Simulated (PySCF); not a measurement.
Vertical excitations of a molecule C3H7FSi from PySCF with TDA-PBE/def2-SVPD, as energy in eV (oscillator strength): 5.87 (0.061), 6.32 (0.000), 6.68 (0.184), 6.81 (0.035), 7.09 (0.067), 7.22 (0.015), 7.38 (0.002), 7.44 (0.039), 7.67 (0.023), 7.77 (0.008). Lowest triplet (TDA): 4.21 eV. Coordinates come from a B3LYP-D3(BJ)/def2-SVP optimisation. Other conformers were not sampled.

Question: Which molecule gave these data?
(A) F[SiH]1CCC1
(B) F[C@H]1C[C@@H]1[SiH3]
(C) C=C[Si@@H](C)F
(D) C=CC[SiH2]F

Answer: D, C=CC[SiH2]F
